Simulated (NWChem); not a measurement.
System meant: BSiH5; SMILES B[SiH3]

Here is an NWChem input.

```
start job
memory heap 200 mb stack 900 mb global 1100 mb
geometry units angstroms noautoz
  B     -0.001336     1.413149     0.011295
  H      1.021636     2.040690     0.154844
  H     -1.012813     2.037430    -0.207994
  Si    -0.002362    -0.600987     0.039088
  H      0.264563    -1.019523    -1.380615
  H     -1.313384    -1.198006     0.445000
  H      1.076304    -1.191882     0.892006
end
basis spherical
  * library def2-svp
end
dft
  xc pbe0
  iterations 4
  mulliken
end
task dft energy
```

End of the output:

```
    Atom       Charge   Shell Charges
 -----------   ------   -------------------------------------------------------
    1 B    5     5.06   1.97  0.62  0.33  1.31  0.78  0.06
    2 H    1     1.02   0.63  0.35  0.04
    3 H    1     1.02   0.63  0.35  0.04
    4 Si  14    13.68   2.00  1.94  0.67  0.35  5.82  1.35  1.36  0.20
    5 H    1     1.06   0.62  0.42  0.02
    6 H    1     1.08   0.63  0.42  0.02
    7 H    1     1.08   0.63  0.42  0.02

 center of mass
 --------------
 x =  -0.00011079 y =   0.02835102 z =   0.00885756

 moments of inertia (a.u.)
 ------------------
         169.007157020663          -0.000000000000          -0.000000000000
          -0.000000000000          28.761453246183          -0.000000000000
          -0.000000000000          -0.000000000000         176.887583938066

     Multipole analysis of the density
     ---------------------------------

     L   x y z        total         alpha         beta         nuclear
     -   - - -        -----         -----         ----         -------
     0   0 0 0     -0.000000    -12.000000    -12.000000     24.000000

     1   1 0 0     -0.000022     -0.000011     -0.000011      0.000000
     1   0 1 0      0.166298      0.083149      0.083149     -0.000000
     1   0 0 1      0.032226      0.016113      0.016113      0.000000

     2   2 0 0    -17.747927    -17.963309    -17.963309     18.178691
     2   1 1 0     -0.001665     -0.001626     -0.001626      0.001586
     2   1 0 1     -0.000027     -0.000043     -0.000043      0.000059
     2   0 2 0    -18.124242    -57.708069    -57.708069     97.291895
     2   0 1 1      0.110833      0.204809      0.204809     -0.298785
     2   0 0 2    -16.398058    -13.375986    -13.375986     10.353914

 ------------------------------------------------------------------------
 dft energy failed                                                                                  0
 ------------------------------------------------------------------------
 ------------------------------------------------------------------------
  current input line :
    20: task dft energy
 ------------------------------------------------------------------------
 ------------------------------------------------------------------------
 This type of error is most commonly associated with calculations not reaching convergence criteria
 ------------------------------------------------------------------------
 For more information see the NWChem manual at https://nwchemgit.github.io

0:dft energy failed:Received an Error in Communication
```

Q: Can this run be used? If not, why, and what is the fix?

A: Convergence was not reached. Cause: the SCF was allowed too few iterations. This input runs:
```
start job
memory heap 200 mb stack 900 mb global 1100 mb
geometry units angstroms noautoz
  B     -0.001336     1.413149     0.011295
  H      1.021636     2.040690     0.154844
  H     -1.012813     2.037430    -0.207994
  Si    -0.002362    -0.600987     0.039088
  H      0.264563    -1.019523    -1.380615
  H     -1.313384    -1.198006     0.445000
  H      1.076304    -1.191882     0.892006
end
basis spherical
  B library def2-svp
  H library def2-svp
  Si library def2-svp
end
dft
  xc pbe0
  iterations 150
  mulliken
end
task dft energy
```
It converges to -317.01069 Ha (PBE0/def2-SVP).
